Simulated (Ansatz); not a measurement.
B5Cl3. The state is a singlet with charge 0. Geometry B3LYP-D4/def2-SVP; atoms count from 1.

```tsv
atom	x (Å)	y (Å)	z (Å)
B1	1.111	0.289	-1.035
B2	1.179	1.052	0.306
B3	-0.137	-0.052	0.091
B4	0.306	1.054	1.554
B5	0.290	-0.735	-1.793
Cl6	-0.515	1.219	3.039
Cl7	-0.603	-1.876	-2.668
Cl8	-1.632	-0.951	0.506
```

Another isomer (singlet) lies 0.52 eV lower at PBE0-D4/def2-TZVP; other spin states weren't run for this one.

(1) Estimate the Mulliken populations from the PBE0/def2-TZVP orbitals of Ansatz.

(2) And the Mayer bond orders between bonded heavy atoms (over 0.3)?

Results:

(1) 
| atom | charge (e) |
| --- | --- |
| B1 | 0.00 |
| B2 | 0.00 |
| B3 | -0.02 |
| B4 | 0.07 |
| B5 | 0.07 |
| Cl6 | -0.02 |
| Cl7 | 0.01 |
| Cl8 | -0.12 |
Mulliken values and Mayer orders depend strongly on the basis.

(2) B1–B2 1.32 (1.54 Å); B1–B3 0.69 (1.71 Å); B1–B5 1.25 (1.52 Å); B2–B3 0.65 (1.73 Å); B2–B4 1.25 (1.52 Å); B3–B4 0.62 (1.89 Å); B3–B5 0.53 (2.05 Å); B3–Cl8 1.22 (1.79 Å); B4–Cl6 1.50 (1.70 Å); B5–Cl7 1.54 (1.69 Å).
